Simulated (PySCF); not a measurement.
Computed IR spectrum (relative IR intensity) of a molecule C2H4BNO2. Geometry optimised at PBE-D3(BJ)/def2-SVP. Other conformers were not sampled. Calculation: PySCF with PBE-D3(BJ)/def2-SVP. No scaling factor is applied to the harmonic values.

Lines under 2 % of the strongest are left out, and lines within 2 cm⁻¹ are merged.

| ν (cm⁻¹) | relative intensity |
|---|---|
| 864 | 2.4 |
| 895 | 4.4 |
| 989 | 2.3 |
| 1158 | 5.1 |
| 1341 | 37 |
| 1441 | 4.8 |
| 1579 | 15 |
| 2421 | 100 |
| 2526 | 9.0 |
| 2953 | 4.0 |

Question: Identify the compound among the candidates.
(A) CC1=NB(O)O1
(B) OB1C=NCO1
(C) COBN=C=O
(D) COB1N=CO1

Answer: C, COBN=C=O
